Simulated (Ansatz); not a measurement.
This geometry of C2H6FGa + ClH (12 atoms, charge 0, multiplicity 1) is a first-order saddle point.

Method: Ansatz 0.2.0, RKS B3LYP-D4/def2-SVP.

```xyz
12
Properties=species:S:1:pos:R:3
Ga 0.117 0.084 0.024
F 1.643 -0.359 1.077
C 0.526 -0.255 -1.862
C -1.075 1.191 1.114
H 1.001 -1.545 1.285
Cl -0.137 -2.361 1.044
H 0.521 0.679 -2.447
H 1.517 -0.724 -1.944
H -0.223 -0.938 -2.292
H -1.264 0.690 2.075
H -0.590 2.160 1.315
H -2.036 1.377 0.611
```

(1) Which two structures does it join? (They come from a converged band through this point; their orientation in space is the band's.)

(2) How far does it lie above each of them?

## Answers

(1) Bonds broken: H5–Cl6. Bonds formed: F2–H5. C2H6FGa + ClH becomes C2H6ClGa + FH.

First end point:

```xyz
12
Properties=species:S:1:pos:R:3
Ga 0.213 0.178 0.024
F 1.670 -0.289 1.054
C 0.524 -0.233 -1.869
C -1.064 1.212 1.094
H 0.952 -1.699 1.352
Cl -0.127 -2.458 1.115
H 0.443 0.674 -2.489
H 1.524 -0.671 -2.001
H -0.229 -0.957 -2.219
H -1.310 0.651 2.009
H -0.604 2.169 1.389
H -1.991 1.422 0.540
```

Last end point:

```xyz
12
Properties=species:S:1:pos:R:3
Ga -0.176 -0.179 -0.006
F 1.729 -0.506 1.186
C 0.504 -0.254 -1.847
C -1.079 1.165 1.104
H 1.333 -1.361 1.376
Cl -0.437 -2.284 0.849
H 0.507 0.736 -2.327
H 1.531 -0.651 -1.841
H -0.122 -0.938 -2.441
H -1.102 0.839 2.154
H -0.571 2.139 1.036
H -2.117 1.294 0.758
```

(2) 0.016 eV above the first and 0.329 eV above the second. This is the barrier of this one path; another mechanism may lie lower. The orbitals stay closed-shell, which can raise the energy where a bond breaks towards radicals; this wasn't checked here.

Run time: 3.1 min on 4 threads of Arm Neoverse N1, on a shared host, peak memory 0.35 GiB.
